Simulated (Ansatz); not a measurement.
An input meant for C8H16N2O (charge 0, singlet).

```yaml
crystal:
  periodic: [false, false, false]
  atoms:
    - {symbol: C, position_ang: [-3.637919, -0.708737, 0.991332]}
    - {symbol: C, position_ang: [-2.508078, 0.143265, 0.412601]}
    - {symbol: C, position_ang: [-1.955007, -0.411710, -0.904180]}
    - {symbol: C, position_ang: [-0.792363, 0.387500, -1.507764]}
    - {symbol: N, position_ang: [0.420660, 0.377533, -0.699071]}
    - {symbol: C, position_ang: [0.660467, 1.235615, 0.374071]}
    - {symbol: C, position_ang: [2.035889, 0.946829, 0.864576]}
    - {symbol: N, position_ang: [2.224838, -0.398060, 0.284742]}
    - {symbol: C, position_ang: [3.495129, -1.073680, 0.400412]}
    - {symbol: C, position_ang: [1.355481, -0.578647, -0.771679]}
    - {symbol: H, position_ang: [-4.493090, -0.791028, 0.286300]}
    - {symbol: H, position_ang: [-4.027008, -0.281704, 1.938542]}
    - {symbol: H, position_ang: [-3.291946, -1.741679, 1.210642]}
    - {symbol: H, position_ang: [-2.868087, 1.183773, 0.241804]}
    - {symbol: H, position_ang: [-1.672494, 0.234219, 1.140411]}
    - {symbol: H, position_ang: [-1.622652, -1.464332, -0.758715]}
    - {symbol: H, position_ang: [-2.764803, -0.448716, -1.668197]}
    - {symbol: H, position_ang: [-0.529637, -0.015835, -2.507072]}
    - {symbol: H, position_ang: [-1.084827, 1.448783, -1.652819]}
    - {symbol: H, position_ang: [0.177516, 2.219438, 0.394510]}
    - {symbol: H, position_ang: [2.195832, 0.905820, 1.968259]}
    - {symbol: H, position_ang: [3.408557, -2.109534, 0.013157]}
    - {symbol: H, position_ang: [3.787170, -1.128410, 1.469894]}
    - {symbol: H, position_ang: [4.312400, -0.550316, -0.145746]}
    - {symbol: H, position_ang: [1.303114, -1.468822, -1.405944]}
    - {symbol: O, position_ang: [3.071774, 1.888312, 0.458611]}
    - {symbol: H, position_ang: [2.799074, 2.200114, -0.428676]}
basis:
  gaussian: {orbitals: "6-31G*", final_grid: {core_spheres: 1, valence_spheres: 1, degree: 5}}
hamiltonian: {xc: {name: r2SCAN}}
```

```sh
$ ansatz run in.yaml --threads 4 --pin off --events-out ev --progress --plain --max-ram 6963MiB
```

It prints (some lines left out):

```
Functional definition: r2SCAN
2527 factors; their error is unknown
mean field evaluation 1: about -13558.7889 eV, gradient 8.1e1 eV
mean field evaluation 2: about -13542.1574 eV, gradient 1.1e2 eV
mean field evaluation 4: about -13573.5973 eV, gradient 1.2e1 eV
mean field evaluation 8: about -13573.9337 eV, gradient 1.7e-1 eV
mean field evaluation 16: about -13482.7013 eV, gradient 5.8e-1 eV
mean field evaluation 32: about -13482.7033 eV, gradient 2.1e-4 eV
mean field -13482.70331269 eV, -495.4802078368 hartree, gradient 6.5e-5 eV, S^2 0.000000; 0 other end points of the search recorded, 0 dependent functions left out
reference -13482.70331517 eV, -495.4802079279 hartree; 43, 43 occupied and 154, 154 virtual orbitals, 2527 factors
Total energy: -13482.70331517 eV, -495.4802079279 hartree
```

(1) Something in this input is off. What?

## Answers

(1) The integration grid is far too coarse. The run converged. The result belongs to that input, not to the species as meant.
